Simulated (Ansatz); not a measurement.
`OC(=S)[O][GeH3]` + `C[SeH]` → `C[Se][GeH3]` + `OC(O)=S`  (ligand exchange at a Ge–O bond)

Isolated molecules relaxed with PBE0-D4/def2-TZVP in Ansatz; ΔE leaves out vibrations. CCSD(T)/CBS adds triple-zeta CCSD(T) − MP2 to the extrapolated MP2 energy (def2 sets, frozen cores). Functionals use def2-TZVPP. For Ge, Se outer-core shells are correlated without core-valence functions, which leaves a few kJ/mol of doubt a bond. Scalar relativity is left out up to krypton. Each species was taken in one conformer, which may not be the lowest.

`OC(=S)[O][GeH3]`:

Cartesian coordinates in Å:
```
O -0.277 0.084 -1.431
C 0.710 -0.640 -0.879
S 1.753 -1.541 -1.758
O 0.722 -0.530 0.418
Ge -0.483 0.504 1.333
H -0.219 -0.049 -2.386
H -1.882 -0.050 1.059
H -0.018 0.272 2.770
H -0.306 1.951 0.873
```

`C[SeH]`:

```xyz
6

C    -0.418    0.272    0.223
Se    1.204    0.090   -0.841
H    -1.220   -0.332   -0.196
H    -0.694    1.324    0.171
H    -0.228    0.000    1.259
H     1.355   -1.353   -0.617
```

`C[Se][GeH3]`:

Z-matrix (Å, degrees):
```
C
Se 1 1.956
H 1 1.089 2 106.3
H 1 1.088 2 110.5 3 118.6
H 1 1.088 2 110.5 3 -118.6
Ge 2 2.344 1 96.7 3 180.0
H 6 1.534 2 106.7 1 179.9
H 6 1.539 2 110.1 1 59.9
H 6 1.539 2 110.1 1 -60.2
```

`OC(O)=S`:

Cartesian coordinates in Å:
```
O -0.263 0.463 0.893
C 0.204 -0.009 -0.266
O -0.499 -1.053 -0.662
S 1.466 0.613 -1.081
H 0.288 1.221 1.130
H -1.195 -1.234 -0.014
```

Is it downhill or uphill in electronic energy at CCSD(T)/CBS, and by how much? (An estimate is asked.)

Computed: Downhill: ΔE = -0.25 eV.

What do these levels give: PBE-D4, B2PLYP, PBE, HF/def2-TZVPP, CCSD(T)/def2-TZVPP, SCS-MP2/def2-QZVPP? (An estimate is asked.)

Computed: PBE-D4 -0.33, B2PLYP -0.21, PBE -0.33, HF/def2-TZVPP -0.14, CCSD(T)/def2-TZVPP -0.20, SCS-MP2/def2-QZVPP -0.20 eV.

Largest T1 diagnostic among the species: 0.016.

In def2-TZVPP, CCSD(T) changes the Hartree–Fock value by −0.06 eV (the triples alone add −0.01 eV) and MP2 by −0.09 eV.
